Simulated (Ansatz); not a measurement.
Basis-set extrapolation for CH4AlFO (`[CH3][Al]([OH])[F]`) (PBE0-D4/def2-TZVP geometry, frozen core, Ansatz). Multiplicity 1, RHF reference.

```tsv
	def2-TZVPP	def2-QZVPP
HF	-456.674477	-456.692639
MP2 correlation	-0.749901	-0.812140
CCSD(T) correlation	-0.793492	not run
```

Energies in hartree. Use E(X) = E(∞) + A·exp(−7.88·√X) for Hartree–Fock and E(X) = E(∞) + B·X^(−2.97) for correlation, with X = 3 and 4, and add CCSD(T) minus MP2 of the smaller set to the MP2 limit.

Q: What is the CCSD(T) energy at the basis-set limit?

A: HF limit: -456.692639 + (-0.018162) × 0.13774 = -456.69514. MP2 limit: -0.812140 + (-0.062239) × 0.74074 = -0.85824. Higher-order term: -0.793492 − (-0.749901) = -0.04359. Total: -457.59697 hartree, 338.7 kJ/mol below CCSD(T)/def2-TZVPP.
